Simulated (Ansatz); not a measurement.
`N[SiH2]C(O)Cl` and `COC(O)Cl` differ in one atom or group.

Ansatz, PBE0-D4/def2-TZVP geometries, multiplicity 1. Each molecule was computed in one conformer, which needn't be the lowest.

| property | `N[SiH2]C(O)Cl` |
| --- | --- |
| HOMO–LUMO gap (PBE0/def2-TZVPP) / eV | 7.64 |
| HOMO–LUMO gap (ωB97M-V/def2-TZVPP) / eV | 11.50 |
| size of the dipole moment (PBE/def2-TZVPP) / D | 2.86 |
| HOMO energy (PBE/def2-TZVPP) / eV | -6.34 |
| LUMO energy (PBE/def2-TZVPP) / eV | -0.94 |
| ideal-gas entropy at 298 K and 1 bar (rigid rotor, harmonic PBE0-D4/def2-TZVP) / J/(mol·K) | 347 |

(1) What does the change do to each property? (Estimate.)

Results:

(1) Computed: 
| property | `COC(O)Cl` | shift |
| --- | --- | --- |
| HOMO–LUMO gap (PBE0/def2-TZVPP) / eV | 9.11 | 1.47 |
| HOMO–LUMO gap (ωB97M-V/def2-TZVPP) / eV | 13.26 | 1.76 |
| size of the dipole moment (PBE/def2-TZVPP) / D | 2.19 | -0.67 |
| HOMO energy (PBE/def2-TZVPP) / eV | -6.70 | -0.36 |
| LUMO energy (PBE/def2-TZVPP) / eV | -0.32 | 0.62 |
| ideal-gas entropy at 298 K and 1 bar (rigid rotor, harmonic PBE0-D4/def2-TZVP) / J/(mol·K) | 325 | -22 |

With PBE0 the HOMO falls by 0.61 eV and the LUMO rises by 0.85 eV, so the gap widens by about 1.46 eV. PBE moves the HOMO by -0.36 eV and ωB97M-V by -0.74 eV. The zero-point energy changes by -3.2 kJ/mol with -3 modes. Dipoles are sizes alone; their direction can turn.

Positive LUMOs are unbound, so they and the gaps depend on the basis.
